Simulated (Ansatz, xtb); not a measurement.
## Ranking isomers of C4H8ClFSi

3 gas-phase structures of C4H8ClFSi, from a drawn sample of its isomers (lower ones may exist). Each was relaxed with GFN2-xTB; where two conformers were screened, the lower at r2SCAN-D4/def2-SVP is listed:

A. `C=C(C)[Si@](C)(F)Cl`, a singlet
B. `F[Si]1(Cl)CCCC1`, a singlet
C. `C[Si@](F)(Cl)C1CC1`, a singlet

Task: Make a reasoned guess at their ranking by r2SCAN-D4/def2-SVP single-point energy.

Result: Calculated order at r2SCAN-D4/def2-SVP: B (0.0), A (55.8), C (64.4) kJ/mol.

Energies above the lowest of each column, in kJ/mol; the last columns are at PBE0-D3(BJ)/def2-SVP geometries:

```
structure  GFN2-xTB  HF/STO-3G  r2SCAN-D4/def2-SVP  PBE0-D3(BJ)/def2-SVP  CCSD(T)/def2-SVP + ΔMP2/def2-TZVPP
        B       0.0        0.0                 0.0                   0.0                                 0.0
        A      95.7      166.4                55.8                  66.3                                42.7
        C      79.0      147.1                64.4                  68.7                                66.0
```

Every level run on B puts it lowest or level with the lowest. Flexible structures stand in one conformer each, not always the lowest. ΔMP2 is the change of the MP2 energy from the smaller to the larger basis.

Programs: Ansatz 0.2.0, xtb 6.7.1.
